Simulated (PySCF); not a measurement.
MoO2FCl, SMILES [O]=[Mo](=[O])([F])[Cl], multiplicity 1.

Geometry: B3LYP-D3(BJ)/def2-SVP. The multiplicity is an assumed one; no other spin state was optimised. The structure was generated by enumeration; whether it is a known compound was not checked. The def2 effective core potentials stand for the cores of Mo; spin–orbit coupling is left out.

Two levels are set side by side: TDA-PBE/def2-SVPD (PySCF) and TDA-B3LYP/def2-SVPD (PySCF). Vertical, same geometry. The lowest singlet is HOMO→LUMO 91 % with PBE and HOMO→LUMO 88 % with the other functional; states are paired by order. Differences are taken from unrounded values.

```csv
quantity,TDA-B3LYP
lowest singlet excitation (eV),4.49
lowest triplet excitation (TDA) (eV),3.97
```

**Question.** What does TDA-PBE give, and how far is it from TDA-B3LYP? (An estimate is asked for; the answer gives what the named calculation found.)

**Answer.** 
```json
[
 {"quantity": "lowest singlet excitation (eV)", "TDA-PBE": "4.26", "TDA-PBE minus TDA-B3LYP": "-0.23"},
 {"quantity": "lowest triplet excitation (TDA) (eV)", "TDA-PBE": "3.79", "TDA-PBE minus TDA-B3LYP": "-0.18"}
]
```

Functionals without exact exchange tend to place singlet excitations lower, as here. Differences between two approximate levels are no errors against the true value.

Rough cost on one machine, each run with all the roots and properties that it gave: TDA-B3LYP against TDA-PBE about 2 times.
